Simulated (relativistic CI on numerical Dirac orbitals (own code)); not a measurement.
Method of calculation: Dirac-Coulomb-Breit CI, orbitals from a KLI potential per configuration, model QED (radiative potential, 1s self-energy scaled to tabulated hydrogen-like ionisation energies), unscaled Slater integrals (own radial code, finite nucleus).

The strongest absorption lines from the ground level of an ion, among the configurations computed and to levels below about 489 eV (vacuum wavelength in nm, gf): 3.1760 (0.2), 4.0872 (0.2), 4.1451 (12), 4.1804 (7.8), 4.3995 (11), 4.8945 (0.18), 5.0910 (0.15), 5.1975 (0.15).

Which ion is it?
A. Au³⁴⁺
B. At³⁸⁺
C. Ta²⁶⁺
D. Au³²⁺

D. Au³²⁺ has 47 electrons and the ground level 4s2.4p6.4d10.4f 2F°_5/2; the strongest line goes to 4s2.4p6.4d9.4f2 2F_5/2. The pattern of lines fixes the number of electrons, and along that sequence the line energies rise steadily with the charge (about as its square where n changes within one kind of shell, about linearly where n is kept but much faster in heavy ions where fine structure, which grows about as Z⁴, sets the gap, and irregularly where shells cross), which fixes Z. Configurations outside the model, such as inner-shell arrays, can give stronger lines. At this charge energies of transitions that change n are usually good to better than 1 %, and those within a shell (Δn = 0) to a few per cent.

LS names give the leading component of a level, which can be under half, so a name can repeat, a term be missing and a line seem to break the LS rules.
